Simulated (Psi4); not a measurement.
Pair of molecules, SMILES Cl with SMILES C (the first has 2 atoms); geometry from B3LYP-D3(BJ)/def2-TZVP, rigid monomers moved along the line of their centres of mass till H2···C3 is 4.53 Å.
(charge 0, multiplicity 1):
```xyz
7

Cl    -0.4127    -0.3469    -0.4821
H     -0.2910    -0.2431     0.7911
C      0.1519     0.1402     5.2846
H     -0.7785     0.6160     4.9746
H      0.2530     0.2314     6.3649
H      0.1364    -0.9166     5.0181
H      0.9987     0.6322     4.8064
```

Level of theory: SAPT0/jun-cc-pV(D+d)Z run with Psi4.

Q: Give the four SAPT terms and the total, and say what mostly holds the pair together.

A: electrostatics -0.06, exchange 0.00, induction -0.01, dispersion -0.05, total -0.11 kcal/mol; the largest attraction is electrostatics.
